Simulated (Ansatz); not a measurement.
`O[Si](O)(Cl)[SiH](Cl)Cl` and `O[SiH](Cl)[SiH](Cl)Cl` differ in one atom or group.

Ansatz, PBE0-D4/def2-TZVP geometries, multiplicity 1. Each molecule was computed in one conformer, which needn't be the lowest.

```csv
property,`O[Si](O)(Cl)[SiH](Cl)Cl`
size of the dipole moment (PBE/def2-TZVPP) / D,2.14
LUMO energy (PBE0/def2-TZVPP) / eV,-0.60
HOMO–LUMO gap (PBE0/def2-TZVPP) / eV,7.63
LUMO energy (ωB97M-V/def2-TZVPP) / eV,1.24
HOMO–LUMO gap (PBE/def2-TZVPP) / eV,5.51
HOMO energy (ωB97M-V/def2-TZVPP) / eV,-10.28
```

Task: What does the change do to each property? (Estimate.)

Result: Ansatz gave: 
```json
{"property": "size of the dipole moment (PBE/def2-TZVPP) / D", "`O[SiH](Cl)[SiH](Cl)Cl`": "1.24", "shift": "-0.90"}
{"property": "LUMO energy (PBE0/def2-TZVPP) / eV", "`O[SiH](Cl)[SiH](Cl)Cl`": "-0.99", "shift": "-0.39"}
{"property": "HOMO–LUMO gap (PBE0/def2-TZVPP) / eV", "`O[SiH](Cl)[SiH](Cl)Cl`": "7.13", "shift": "-0.50"}
{"property": "LUMO energy (ωB97M-V/def2-TZVPP) / eV", "`O[SiH](Cl)[SiH](Cl)Cl`": "0.82", "shift": "-0.42"}
{"property": "HOMO–LUMO gap (PBE/def2-TZVPP) / eV", "`O[SiH](Cl)[SiH](Cl)Cl`": "5.06", "shift": "-0.45"}
{"property": "HOMO energy (ωB97M-V/def2-TZVPP) / eV", "`O[SiH](Cl)[SiH](Cl)Cl`": "-10.15", "shift": "0.13"}
```

With PBE0 the HOMO rises by 0.11 eV and the LUMO falls by 0.39 eV, so the gap narrows by about 0.50 eV. PBE moves the HOMO by 0.09 eV and ωB97M-V by 0.13 eV. Dipoles are sizes alone; their direction can turn.
